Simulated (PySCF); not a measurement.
These compounds are isomers of formula C$_{6}$H$_{6}$FN$_{3}$.

A. `C#CCn1nc(C)c(F)n1`
B. SMILES CCn1nc(F)cc1C#N
C. SMILES n1c(C#C)c(F)nn1CC

Spectrum 1. $^{1}$H NMR (500 MHz, computed): δ 6.46 (m, 1H), 4.36 (q, 2H), 1.53 (t, 3H). $^{13}$C{$^{1}$H} NMR (computed): δ 170.7 (C), 118.0 (C), 116.1 (C), 107.3 (CH), 49.9 (CH2), 18.9 (CH3).

Spectrum 2. $^{1}$H NMR (500 MHz, computed): δ 4.96 (d, 2H), 2.50 (s, 3H), 1.85 (t, 1H). $^{13}$C{$^{1}$H} NMR (computed): δ 170.6 (C), 133.4 (C), 82.5 (C), 82.1 (CH), 46.1 (CH2), 11.1 (CH3).

Spectrum 3. $^{1}$H NMR (500 MHz, computed): δ 4.34 (q, 2H), 2.99 (s, 1H), 1.48 (t, 3H). $^{13}$C{$^{1}$H} NMR (computed): δ 174.7 (C), 119.5 (C), 93.7 (CH), 75.8 (C), 52.6 (CH2), 19.2 (CH3).

PySCF 2.14 calculation with GIAO PBE0/pcSseg-1 shieldings and coordinates at the GFN2-xTB level; no relativistic terms, averaged over atoms made equivalent by symmetry, fast rotation or ring inversion, in vacuum, one conformer.

References, each an isolated molecule treated in the same way: $^{1}$H (31.72 ppm), $^{13}$C (186.93 ppm) against TMS. Splittings of carbon signals by F and P are missing where no couplings were computed. Where no couplings were computed, multiplicities follow the n + 1 count of equivalent neighbours, and m marks all less simple cases (inequivalent or close neighbours, rings, F or P nearby). Shifts are as computed. Against solution values, carbons near 30 ppm lie about +3 ppm off and those near 130 ppm about +5 ppm. Of 1211 compounds with measured shifts, 218 miss one by over three times the rms of a fit or turn the order of signals round; such compounds aren't used in these exercises.

Which spectrum belongs to which compound?

Answers

1–B, 2–A, 3–C.

- Spectrum 1 (B): 6 $^{13}$C signals; δC 170.7 is an aromatic carbon bearing fluorine; δC 116.1 is a nitrile carbon.
- Spectrum 2 (A): 6 $^{13}$C signals; δC 170.6 is an aromatic carbon bearing fluorine; δC 82.5 is an alkyne carbon.
- Spectrum 3 (C): 6 $^{13}$C signals; δC 174.7 is an aromatic carbon bearing fluorine; δC 93.7 is a terminal alkyne carbon.
